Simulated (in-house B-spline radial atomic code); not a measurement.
Rh2+ is squeezed into an impenetrable sphere of radius R (the orbitals vanish at R). Method: Dirac-Hartree-Fock, average of configuration, Fermi nucleus of rms radius 4.4945 fm. Calculated with a B-spline radial code for spherical atoms.

Energies in eV above the free ion in [Kr] 4d7:

```tsv
R (bohr)	highest level (eV)	[Kr] 4d7	[Ar] 3d10 4s2 4p5 4d7 4f1	[Ar] 3d9 4s2 4p6 4d7 4f1
8.04	-32	5.419e-05	75.14	334.5
6.34	-32	0.0042	76.9	336.3
4.84	-31.8	0.161	81.07	340.6
4.5	-31.7	0.3575	82.78	342.3
3.74	-30.7	2.068	89.18	348.5
3.06	-27.5	10.02	103.8	362
2.79	-24.6	19.18	116.8	373.8
2.04	-0.136	137.5	252.7	501.1
1.76	26.5	313.5	439.1	682.3
1.3	148	1394	1531	1788
```

(1) Does [Ar] 3d10 4s2 4p5 4d7 4f1 fall below [Kr] 4d7 under compression?

(2) Does [Ar] 3d9 4s2 4p6 4d7 4f1 fall below [Kr] 4d7 under compression?

The highest level is first positive in the row R = 1.76 bohr, pushed up by confinement above the zero of the free ion's potential. Each configuration is held fixed and needn't be the lowest in the sphere.

Results:

(1) No, it stays above over the whole range.

(2) No, it stays above over the whole range.
